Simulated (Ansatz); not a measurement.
`N#CCC(=N)I`, relaxed with RKS PBE0-D4/def2-TZVP in Ansatz 0.2.0 from a PBE-D4/def2-SVP geometry. The force threshold is 0.005 eV/Å; the program also tests the step.

Total charge 0; spin multiplicity 1. I: def2 effective core potential.

Start:

```xyz
9

N     0.303    0.997   -2.611
C     0.510    0.542   -1.553
C     0.788   -0.011   -0.229
C    -0.447   -0.188    0.640
N    -0.560    0.372    1.760
I    -1.934   -1.536   -0.247
H     1.479    0.662    0.320
H     1.290   -0.996   -0.349
H    -1.430    0.157    2.268
```

(1) By how much does the energy fall, and how many steps does the optimiser take? (Estimate.)

(2) Which bonds change most? (Estimate.)

(3) Give the relaxed structure. (Best estimate.)

## Answers

(1) Computed: 7.51 kJ/mol, in 5 steps.

(2) Computed: C4–I6 from 2.194 to 2.138 Å; N1–C2 from 1.170 to 1.148 Å; C3–H8 from 1.112 to 1.094 Å; C3–H7 from 1.110 to 1.093 Å.

(3) Computed: 
```xyz
9

N     0.294    0.985   -2.573
C     0.504    0.538   -1.536
C     0.786   -0.014   -0.222
C    -0.449   -0.194    0.626
N    -0.557    0.365    1.732
I    -1.904   -1.506   -0.229
H     1.463    0.653    0.318
H     1.279   -0.983   -0.348
H    -1.416    0.156    2.233
```
